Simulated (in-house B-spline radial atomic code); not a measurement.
Zr5+: [Ar] 3d10 4s2 4p5

Method: non-relativistic TPSS, spin-polarised, spherical fractional occupations, point nucleus. Calculated with a B-spline radial code for spherical atoms.

Screening seen three ways: the hydrogenic charge with the same mean radius, Z_r = [3n² - l(l+1)]/(2<r>), the one with the same energy, Z_e = n√(-2ε), and Slater's rules. Values are occupation-weighted means over spin.

| shell | electrons | ε (eV) | <r> (bohr) | Z_r | Z_e | Slater |
| --- | --- | --- | --- | --- | --- | --- |
| 1s | 2 | -17507 | 0.03813 | 39.34 | 35.87 | 39.70 |
| 2s | 2 | -2444.3 | 0.1672 | 35.88 | 26.81 | 35.85 |
| 2p | 6 | -2243.5 | 0.1437 | 34.80 | 25.68 | 35.85 |
| 3s | 2 | -453.13 | 0.4691 | 28.78 | 17.31 | 28.75 |
| 3p | 6 | -377.52 | 0.4664 | 26.80 | 15.80 | 28.75 |
| 3d | 10 | -240.55 | 0.4504 | 23.31 | 12.61 | 18.85 |
| 4s | 2 | -110.55 | 1.193 | 20.12 | 11.40 | 12.60 |
| 4p | 5 | -89.213 | 1.288 | 17.86 | 10.24 | 12.60 |

The least bound orbital is 4p down at -88.39 eV, and it is also the most diffuse (<r> = 1.289 bohr).

The density falls to 0.001 bohr⁻³ at 2.778 bohr; Σ<r²> = 17.285 bohr² gives, by the non-relativistic formula and without the paramagnetism of open shells, a Langevin diamagnetic susceptibility of -13.69×10⁻⁶ cm³/mol.
